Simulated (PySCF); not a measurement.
PySCF input for silylphosphine cation (H5PSi), SMILES [SiH3]P (connectivity only; charge and spin as stated), charge +1, multiplicity 2, PBE-D3(BJ)/def2-TZVP. Geometry optimised at PBE-D3(BJ)/def2-TZVP. The spin state was assumed, not searched.

```python
import numpy as np
from pyscf import gto, scf, dft, df
from pyscf.hessian import thermo

mol = gto.M(
    atom='''
    Si   -1.16926826    0.01286363   -0.00000000
    P     1.13690801   -0.07082864   -0.00000000
    H    -1.50326563   -0.68640418    1.26511407
    H    -1.50326564   -0.68640418   -1.26511407
    H    -1.38754540    1.48914354    0.00000000
    H     1.85510612    0.38300180    1.13473765
    H     1.85510611    0.38300180   -1.13473765
    ''',
    basis='def2-TZVP',
    charge=1,
    spin=1,
    max_memory=1600,
    verbose=3,
)
mf = dft.UKS(mol, xc='pbe').density_fit(auxbasis='def2-universal-jkfit')
mf.disp = 'd3bj'
mf.grids.level = 3
mf.conv_tol = 1e-11
mf.max_cycle = 100
mf.kernel()
fine, coarse = mf.grids, dft.Grids(mol).set(level=1).build(with_non0tab=True)
for _ in range(3):  # follow internal instabilities
    mf.grids = coarse
    mo, _, stable, _ = mf.stability(return_status=True, nroots=4)
    mf.grids = fine
    if stable:
        break
    mf.kernel(mf.make_rdm1(mo, mf.mo_occ))

# [left out here: the lines that compute and print the analytic Hessian (its translational invariance restored by hand, since the grid's response is missing), thermochemistry and intensities]
```

Program output:

```

WARN: HOMO -0.233255148434976 >= LUMO -0.23325514843498

converged SCF energy = -633.216334362776  <S^2> = 0.75455799  2S+1 = 2.0045528
<class 'pyscf.df.df_jk.DFUKS'> wavefunction is stable in the internal stability analysis

WARN: DFTD3 does not support analytical Hessian, using finite difference


WARN: Mole.unit (angstrom) is changed to Bohr

Mode                                 0                   1                   2
Irrep
Freq [cm^-1]                      109.9810            302.5902            368.0489
Reduced mass [au]                   1.0157              1.0536              1.0201
Force const [Dyne/A]                0.0072              0.0568              0.0814
Char temp [K]                     158.2382            435.3600            529.5405
Normal mode                   x     y     z       x     y     z       x     y     z
       0  Si                 0.00 -0.00 -0.00    0.02 -0.01  0.00   -0.00  0.00  0.01
       1   P                -0.00 -0.00  0.02    0.00 -0.03  0.00    0.00 -0.00  0.02
       2   H                -0.06 -0.27 -0.17   -0.18  0.11  0.01   -0.42  0.01 -0.11
       3   H                 0.06  0.27 -0.17   -0.18  0.11 -0.01    0.42 -0.01 -0.11
       4   H                 0.00  0.00  0.33    0.41  0.06 -0.00   -0.00 -0.00 -0.16
       5   H                 0.02  0.54 -0.21   -0.28  0.51 -0.03    0.47 -0.14 -0.22
       6   H                -0.02 -0.54 -0.21   -0.28  0.51  0.03   -0.47  0.14 -0.22
Mode                                 3                   4                   5
Irrep
Freq [cm^-1]                      372.6053            544.6296            626.2476
Reduced mass [au]                  10.2203              1.1544              1.1545
Force const [Dyne/A]                0.8360              0.2017              0.2668
Char temp [K]                     536.0961            783.6008            901.0309
Normal mode                   x     y     z       x     y     z       x     y     z
       0  Si                 0.13 -0.00  0.00    0.01  0.05 -0.00   -0.00 -0.00 -0.05
       1   P                -0.12  0.01  0.00    0.00 -0.05  0.00   -0.00  0.00  0.04
       2   H                 0.11  0.00  0.00    0.30 -0.18 -0.05    0.49  0.01  0.09
       3   H                 0.11  0.00 -0.00    0.30 -0.18  0.05   -0.49 -0.01  0.09
       4   H                 0.07 -0.01 -0.00   -0.64 -0.05  0.00    0.00  0.00  0.16
       5   H                -0.10 -0.09  0.02   -0.13  0.29 -0.04    0.38 -0.06 -0.17
       6   H                -0.10 -0.09 -0.02   -0.13  0.29  0.04   -0.38  0.06 -0.17
Mode                                 6                   7                   8
Irrep
Freq [cm^-1]                      783.8031            865.6214            875.7885
Reduced mass [au]                   1.0835              1.0386              1.0399
Force const [Dyne/A]                0.3922              0.4585              0.4700
Char temp [K]                    1127.7182           1245.4365           1260.0647
Normal mode                   x     y     z       x     y     z       x     y     z
       0  Si                 0.05 -0.00 -0.00    0.00  0.00 -0.03   -0.01 -0.03 -0.00
       1   P                 0.01  0.00  0.00   -0.00  0.00 -0.00    0.00 -0.00 -0.00
       2   H                -0.53  0.11 -0.08   -0.19  0.38  0.14    0.18  0.54  0.36
       3   H                -0.53  0.11  0.08    0.19 -0.38  0.14    0.18  0.54 -0.36
       4   H                -0.55 -0.08 -0.00    0.00  0.00  0.75   -0.23 -0.05  0.00
       5   H                -0.06 -0.03  0.06   -0.01 -0.02  0.01   -0.02  0.01  0.01
       6   H                -0.06 -0.03 -0.06    0.01  0.02  0.01   -0.02  0.01 -0.01
Mode                                 9                  10                  11
Irrep
Freq [cm^-1]                     1024.4982           2167.8426           2227.7598
Reduced mass [au]                   1.0578              1.0248              1.0415
Force const [Dyne/A]                0.6541              2.8374              3.0454
Char temp [K]                    1474.0248           3119.0428           3205.2503
Normal mode                   x     y     z       x     y     z       x     y     z
       0  Si                -0.01  0.01 -0.00    0.01 -0.02  0.00    0.01  0.03 -0.00
       1   P                 0.04  0.01  0.00    0.00  0.00 -0.00   -0.00 -0.00 -0.00
       2   H                 0.08 -0.03  0.00   -0.05 -0.13  0.21   -0.15 -0.30  0.56
       3   H                 0.08 -0.03 -0.00   -0.05 -0.13 -0.21   -0.15 -0.30 -0.56
       4   H                 0.04  0.01  0.00   -0.13  0.91  0.00    0.05 -0.33  0.00
       5   H                -0.50 -0.21  0.42    0.00 -0.00 -0.00    0.00  0.01  0.01
       6   H                -0.50 -0.21 -0.42    0.00 -0.00  0.00    0.00  0.01 -0.01
Mode                                12                  13                  14
Irrep
Freq [cm^-1]                     2251.5384           2399.5685           2438.6970
Reduced mass [au]                   1.0575              1.0306              1.0489
Force const [Dyne/A]                3.1585              3.4963              3.6754
Char temp [K]                    3239.4625           3452.4448           3508.7420
Normal mode                   x     y     z       x     y     z       x     y     z
       0  Si                -0.00 -0.00 -0.04   -0.00  0.00 -0.00    0.00  0.00  0.00
       1   P                -0.00 -0.00  0.00    0.02  0.01 -0.00    0.00  0.00  0.04
       2   H                -0.16 -0.33  0.58   -0.00 -0.01  0.01    0.00  0.01 -0.01
       3   H                 0.16  0.33  0.58   -0.00 -0.01 -0.01   -0.00 -0.01 -0.01
       4   H                -0.00  0.00 -0.01   -0.00 -0.01 -0.00   -0.00  0.00 -0.00
       5   H                -0.00 -0.01 -0.01   -0.35 -0.21 -0.56   -0.35 -0.22 -0.55
       6   H                 0.00  0.01 -0.01   -0.35 -0.21  0.56    0.35  0.22 -0.55
temperature 298.1500 [K]
pressure 101325.00 [Pa]
Rotational constants [GHz] 53.61952 5.29470 5.17437
Symmetry number 1
Zero-point energy (ZPE) 0.03955 [Eh]   103831.195 [J/mol]
                           tot       elec      trans        rot        vib
Entropy [J/mol/K]       297.440      5.763    160.633     95.846     35.197
Cv [J/mol/K]             70.701      0.000     12.472     12.472     45.757
Cp [J/mol/K]             79.015      0.000     20.786     12.472     45.757
Internal energy [J/mol]                      3718.434   3718.434 110102.893
Internal energy [Eh]   -633.17157  -633.21633
Enthalpy [J/mol]                             6197.391   3718.434 110102.893
Enthalpy [Eh]          -633.17062
Gibbs free energy [J/mol]                  -41695.443 -24858.127  99608.960
Gibbs free energy [Eh] -633.20440
mode   freq/cm-1   IR/(km/mol)
   1      109.98         1.165
   2      302.59         8.026
   3      368.05         1.761
   4      372.61         4.470
   5      544.63        13.844
   6      626.25         4.128
   7      783.80       179.851
   8      865.62        24.299
   9      875.79        26.937
  10     1024.50        18.342
  11     2167.84         8.460
  12     2227.76         2.810
  13     2251.54         2.318
  14     2399.57        11.265
  15     2438.70        16.321
max |gradient| / (hartree/bohr): 2.050990027008405e-05
APT charges: [ 0.8431  0.3837 -0.1084 -0.1084 -0.1142  0.0521  0.0521]
```

The run converged.
